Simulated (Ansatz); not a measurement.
A run for Ansatz (a program for electronic structure): R-PBE/def2-TZVPP on BiH3O3 (SMILES [OH][Bi]([OH])[OH]), a point of a torsion scan. Elements past Kr take the def2 small-core potentials; no spin–orbit coupling.

Ansatz 0.2 input:
```yaml
crystal:
  periodic: [false, false, false]
  atoms:
    - {symbol: O, position_ang: [-0.93431914, -0.83938797, -0.67335698]}
    - {symbol: Bi, position_ang: [-0.53437470, -0.11110783, 1.22105823]}
    - {symbol: O, position_ang: [0.13056353, 1.64782468, 0.42469175]}
    - {symbol: O, position_ang: [1.27516113, -1.02742672, 1.09432585]}
    - {symbol: H, position_ang: [-1.81817746, -0.64551693, -0.97811275]}
    - {symbol: H, position_ang: [0.72478684, 1.48509689, -0.30572130]}
    - {symbol: H, position_ang: [1.49034418, -1.16114913, 0.17233199]}
basis:
  gaussian:
    orbitals: def2-TZVPP
hamiltonian:
  xc: {name: PBE}
scf: {lower_state_search: off}
```

Output:

```
WARN ansatz: RAYON_NUM_THREADS=1 ignored (pool sized by the plan → 1); use --threads N
Functional definition: PBE
these checks for a lower state are left out or cut short: stability, starts, cluster_reference, orbital_swaps, neighbouring_geometries, increment
integrals: 0.09 GiB planned
990 factors; their error is unknown
mean field: 0.65 GiB planned
mean field evaluation 1: about -12006.9172 eV, gradient 1.2e2 eV
mean field evaluation 2: about -11767.1360 eV, gradient 3.1e2 eV
mean field evaluation 4: about -12026.9211 eV, gradient 3.8e1 eV
mean field evaluation 8: about -12029.2203 eV, gradient 4.4e-1 eV
mean field evaluation 16: about -12029.2093 eV, gradient 3.8e-4 eV
mean field -12029.20932187 eV, -442.0652888879 hartree, gradient 7.9e-7 eV, S^2 0.000000; 0 other end points of the search recorded, 0 dependent functions left out
reference -12029.20935971 eV, -442.0652902783 hartree; 25, 25 occupied and 160, 160 virtual orbitals, 990 factors
Total energy: -12029.20935971 eV, -442.0652902783 hartree
Checks for a lower state left out: stability, starts, cluster_reference, orbital_swaps, neighbouring_geometries, increment
```

The calculation finished and met its thresholds.

Cost: around 4 core-seconds (rough).
